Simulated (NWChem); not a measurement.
Molecule: ZrOF$_{2}$; SMILES [F][Zr](=[O])[F]

```xyz
4

Zr     0.0307    -0.1590     0.0000
O      1.7115     0.2799     0.0000
F     -0.8290     0.2290     1.6867
F     -0.8290     0.2290    -1.6867
```
Atoms are numbered in this order, from 1.

All runs: NWChem. The geometry was optimised at PBE0/def2-SVP. def2 effective core potentials on Zr; no spin-orbit coupling. Vertical excitations in the gas phase; the lowest state need not have the same character in each row.

For level B3LYP/def2-SVPD, TDA:

```
Quantity                         Value
-------------------------------  -----
lowest excitation, singlet (eV)   3.84
orbital gap (eV)                  5.14
```

Q: What are these values for level PBE/def2-SVPD, TDA?

A: 
| Quantity | Value |
|---|---|
| lowest excitation, singlet (eV) | 3.46 |
| orbital gap (eV) | 3.44 |
